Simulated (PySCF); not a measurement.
Bond length, frequency and bond energy of BSe⁺ by level of theory

State: ³Π (triplet), unpaired electrons σ ↑, π ↑. Set-up: basis B 6-31G(d,p), Se 6-31G(d,p); no relativity; PySCF 2.14. De refers to B⁺ + Se in their high-spin ground configurations, without counterpoise correction. The functionals are run spin-unrestricted. A positive dipole points towards Se; it is taken about the centre of mass and depends on that origin.

```tsv
Level	Re (Å)	ωe (cm⁻¹)	De (eV)	μ (D)
UHF	1.843	807	1.86	-3.75
UHF-MP2	1.839	853	2.48	n/a
UHF-SCS-MP2	1.848	824	2.24	n/a
UHF-CCSD	1.856	783	2.01	n/a
UHF-CCSD(T)	1.862	779	2.19	n/a
PBE	1.865	779	3.44	-2.82
PW91	1.864	780	3.47	-2.84
r²SCAN	1.851	809	3.41	-3.02
r²SCANh	1.847	816	3.30	-3.07
PBE0	1.847	811	3.13	-3.01
BHandHLYP	1.845	805	2.67	-3.25
LC-ωPBE	1.824	852	2.90	-3.13
```

(1) Which functional lies closest to UHF-CCSD(T) in De, which farthest, and by how much do they differ from it?

(2) What does a quarter of exact exchange do here, going from PBE to PBE0?

(3) What does the step from GGA to meta-GGA do here, going from PBE to r²SCAN?

Correlated steps freeze 10 core orbitals. Correlated levels converge slowly with the basis: in double zeta they bind strong bonds too weakly, by up to about 1 eV, and carry superposition errors of some tenths. Spin–orbit coupling is left out. For an ion De counts to the pair picked by the measured ionisation energies or electron affinities, which need not be the lowest pair at this level. The state is the lowest determinant that a PBE0 search found; another state may lie lower at other levels.

## Answers

(1) Closest is BHandHLYP (-1.7 pm in Re, +3.3 % in ωe, +0.48 eV in De against UHF-CCSD(T) in the same basis), farthest PW91 (+0.2 pm in Re, +0.1 % in ωe, +1.28 eV in De). CCSD(T) converges more slowly with the basis than the functionals do and binds too weakly in this one, so the order can change at the basis-set limit.

(2) PBE0 less PBE: -1.8 pm in Re, +4.1 % in ωe, -0.31 eV in De. Exact exchange removes part of the self-interaction that spreads semilocal densities, and in most molecules shortens and stiffens the bond and lowers De; so it does here.

(3) r²SCAN less PBE: -1.4 pm in Re, +3.9 % in ωe, -0.03 eV in De.
